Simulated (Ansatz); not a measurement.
`C=C(S)[SiH2]Cl` and `C=[C](S)[AlH][OH]` differ in one atom or group.

Ansatz, PBE0-D4/def2-TZVP geometries, multiplicity 1. Each molecule was computed in one conformer, which needn't be the lowest.

| property | `C=C(S)[SiH2]Cl` |
| --- | --- |
| HOMO–LUMO gap (ωB97M-V/def2-TZVPP) / eV | 10.11 |
| HOMO–LUMO gap (B3LYP/def2-TZVPP) / eV | 5.54 |
| LUMO energy (ωB97M-V/def2-TZVPP) / eV | 1.13 |
| size of the dipole moment (PBE/def2-TZVPP) / D | 2.11 |
| size of the dipole moment (B3LYP/def2-TZVPP) / D | 2.20 |
| HOMO energy (B3LYP/def2-TZVPP) / eV | -6.64 |

(1) What does the change do to each property? (An estimate is asked.)

## Answers

(1) The calculation gave: 
```json
{"property": "HOMO–LUMO gap (ωB97M-V/def2-TZVPP) / eV", "`C=[C](S)[AlH][OH]`": "9.05", "shift": "-1.06"}
{"property": "HOMO–LUMO gap (B3LYP/def2-TZVPP) / eV", "`C=[C](S)[AlH][OH]`": "4.77", "shift": "-0.77"}
{"property": "LUMO energy (ωB97M-V/def2-TZVPP) / eV", "`C=[C](S)[AlH][OH]`": "0.48", "shift": "-0.65"}
{"property": "size of the dipole moment (PBE/def2-TZVPP) / D", "`C=[C](S)[AlH][OH]`": "1.83", "shift": "-0.28"}
{"property": "size of the dipole moment (B3LYP/def2-TZVPP) / D", "`C=[C](S)[AlH][OH]`": "1.89", "shift": "-0.31"}
{"property": "HOMO energy (B3LYP/def2-TZVPP) / eV", "`C=[C](S)[AlH][OH]`": "-6.24", "shift": "0.40"}
```

With PBE0 the HOMO rises by 0.40 eV and the LUMO falls by 0.35 eV, so the gap narrows by about 0.75 eV. PBE moves the HOMO by 0.37 eV and ωB97M-V by 0.41 eV. Dipoles are sizes alone; their direction can turn.

B3LYP here is the variant with VWN-RPA as its local correlation; programs differ in this.
